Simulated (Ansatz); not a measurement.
Relaxed structures of SiNH$_{3}$Te, closed shell (PBE0-D4/def2-TZVP; forces vanish, vibrations not checked; lower isomers may exist, and structures with a doubtful reference or unclear bonds are left out; Å). Computed with Ansatz 0.2.0 (basis: def2-TZVPP); correlated methods freeze the cores. Filled d shells of the heavier atoms are correlated. Core potentials replace the inner electrons of the atoms past krypton. The def2 sets are not built for correlating such inner shells, so the correlated values are less sure here.

Rank them by CCSD(T) energy, lowest first, and give each one's height above the lowest. Links in brackets join atoms within 1.22 times the sum of their covalent radii (1.1 for two metals). (An estimate is asked for; the value comes from the calculation.)
A.
SiNH₃Te ([SiH][NH][TeH])
```
6
angstrom
Si -1.0516 0.0791 -0.9369
N 0.1328 -0.8241 -0.0931
Te 1.1240 -0.5061 1.6592
H 0.3919 -1.7183 -0.4897
H -1.0813 1.2478 0.0450
H 2.4710 0.1654 0.9488
```
B.
SiNH₃Te ([SiH2][N][TeH])
```
6
angstrom
Si -0.8520 0.0889 -0.6579
N 0.1121 -0.9949 0.0016
Te 1.6585 -0.9699 1.2137
H -1.9379 -0.3678 -1.5478
H -0.7824 1.5620 -0.4740
H 1.8017 0.6816 1.4645
```
C.
SiNH₃Te ([NH][Te][SiH2])
```
6
angstrom
Si -0.8045 0.2258 -1.0458
N 1.7612 -0.8560 1.2195
Te 0.3638 -1.5273 0.1124
H -2.1875 -0.1849 -1.4093
H -0.7475 1.5746 -0.4203
H 1.5584 0.1210 1.4452
```

Computed: A (0.00 kcal/mol), B (11.35 kcal/mol), C (33.56 kcal/mol). Heights count from the lowest.

The T1 diagnostic stays at or below 0.029. The T1 diagnostic is large here, which may signal multireference character or strong orbital relaxation, so CCSD(T) is less sure. The restricted Hartree–Fock reference is unstable towards an unrestricted one at one or more of these structures. A large double-excitation amplitude points to some diradical character; no triplet was computed.

For scale, one of the runs: CCSD(T)/def2-TZVPP, 165 basis functions, launched by `ansatz run in.yaml --threads 2 --pin off --events-out ev --progress --plain --max-ram 4352MiB`. The run took 57 s on 2 CPU threads of an Arm Neoverse V2 (shared host), with 1.4 GiB of host memory at its peak.
